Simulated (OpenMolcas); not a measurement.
**Tc3+: moving or changing the point charges**

Tc3+ among 8 point charges of -1.2 e arranged as a cube (Oh), 2.14 Å from the ion.

| Property | Result |
| --- | --- |
| Program | OpenMolcas |
| Method | SS-CASPT2, IPEA 0.25 Eh, imaginary shift 0.1 Eh (closed shells correlated: 4s 4p) |
| Basis | ANO-RCC-VDZP [6s5p3d1f] |
| Scalar Hamiltonian | DKH2, point nucleus |
| Active space | 4 electrons in 5 orbitals (4d) |
| State averaging | 2S+1 = 5 even, 5 roots; 2S+1 = 3 even, 45 roots; 2S+1 = 1 even, 50 roots |
| Spin-orbit coupling | state interaction with AMFI integrals over the reference wave functions |

Runs around this geometry, states (labels of O, the rotations of Oh). Energies in cm-1 above the lowest state or level, χT in cm3 K/mol; under a threefold ground state the first gap can be a small split of the lowest multiplet, not the spin-orbit step.

```json
{"R (Å)": "2.26", "q (e)": "-0.6", "Ground state": "5T2", "First state of that spin": "5E 1820", "First gap with spin-orbit (degeneracies)": "300 (1, 3)", "χT at 300 K": "1.057", "First state of another spin": "3T1 15910"}
{"R (Å)": "2.14", "q (e)": "-1.2", "Ground state": "5T2", "First state of that spin": "5E 4820", "First gap with spin-orbit (degeneracies)": "220 (1, 3)", "χT at 300 K": "1.440", "First state of another spin": "3T1 13230"}
{"R (Å)": "2.49", "q (e)": "-1.2", "Ground state": "5T2", "First state of that spin": "5E 2300", "First gap with spin-orbit (degeneracies)": "280 (1, 3)", "χT at 300 K": "1.141", "First state of another spin": "3T1 15490"}
```

Taking the first state of the same spin as R^-n, n = -ln(2300 / 4820) / ln(2.49 / 2.14) = 4.9 between the shortest and longest distance.

Roots that are degenerate in the reference are averaged as groups; the widest CASPT2 spread within a group is 430 cm-1 (the 3-fold group of multiplicity 3 near 16800 cm-1 above the lowest state of its run, R = 2.14, q = -1.2). Shifts and gaps below about the spread of the groups concerned are not significant. An orbital triplet at a regular site is open to Jahn-Teller coupling, which can distort the site and quench the lowest spin-orbit gaps and is left out. Point charges give a weaker field than real ligands, and real ions of this kind are as a rule low spin; the high spin found here belongs to the model. The ground term spreads over less than 5000 cm-1, several times less than with real ligands, so orbital moments are less quenched and χT lies further from the spin-only value than at real sites. Free-ion shares, where given, are those of the reference states; single-state CASPT2 does not remix them. Point charges carry no covalency, so the field is a model and not that of real ligands. No measured value stands beside these numbers.
